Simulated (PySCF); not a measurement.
ClFH3NOSi, SMILES N[Si@@](O)(F)Cl.

Geometry optimised at PBE0-D3(BJ)/def2-SVP. The structure was generated by enumeration; whether it is a known compound was not checked. Other conformers were not sampled.

Method: TDDFT-M06-2X/def2-SVPD run with PySCF.

Vertical excitations. Isolated molecule, no solvent.

| state | energy (eV) | λ (nm) | f | main pairs |
|---|---|---|---|---|
| S1 | 7.17 | 173 | 0.056 | HOMO→LUMO 84 % |
| S2 | 8.41 | 148 | 0.006 | HOMO→LUMO+1 41 %, HOMO→LUMO+2 19 %, HOMO−2→LUMO 10 %, HOMO→LUMO 8 % |
| S3 | 8.50 | 146 | 0.026 | HOMO−1→LUMO 72 % |
| S4 | 8.72 | 142 | 0.041 | HOMO−2→LUMO 31 %, HOMO→LUMO+1 20 %, HOMO→LUMO+5 11 %, HOMO→LUMO+8 10 % |
| S5 | 8.80 | 141 | 0.014 | HOMO→LUMO+5 30 %, HOMO→LUMO+7 16 %, HOMO→LUMO+1 9 %, HOMO→LUMO+4 8 % |
| S6 | 8.91 | 139 | 0.026 | HOMO→LUMO+3 46 %, HOMO−2→LUMO 19 %, HOMO→LUMO+7 9 % |
| S7 | 8.98 | 138 | 0.071 | HOMO−3→LUMO 60 %, HOMO−3→LUMO+1 15 % |
| S8 | 9.35 | 133 | 0.075 | HOMO→LUMO+2 33 %, HOMO−2→LUMO 22 %, HOMO→LUMO+3 10 %, HOMO→LUMO+10 8 % |
| S9 | 9.70 | 128 | 0.003 | HOMO→LUMO+6 40 %, HOMO→LUMO+2 9 %, HOMO→LUMO+5 8 % |
| S10 | 9.75 | 127 | 0.009 | HOMO−1→LUMO+2 48 %, HOMO−1→LUMO 10 %, HOMO−4→LUMO 7 % |
| T1 | 6.90 | 180 | 0 | HOMO→LUMO 77 % |
| T2 | 8.21 | 151 | 0 | HOMO−1→LUMO 28 %, HOMO→LUMO+2 12 %, HOMO−2→LUMO 12 %, HOMO→LUMO+1 12 % |
| T3 | 8.25 | 150 | 0 | HOMO−1→LUMO 35 %, HOMO→LUMO+2 15 %, HOMO−2→LUMO 12 %, HOMO−1→LUMO+2 6 % |
| T4 | 8.40 | 148 | 0 | HOMO→LUMO+1 48 %, HOMO−2→LUMO 8 % |
Triplets are in the Tamm–Dancoff approximation, which puts them higher than full response would, so one can lie above its singlet here.
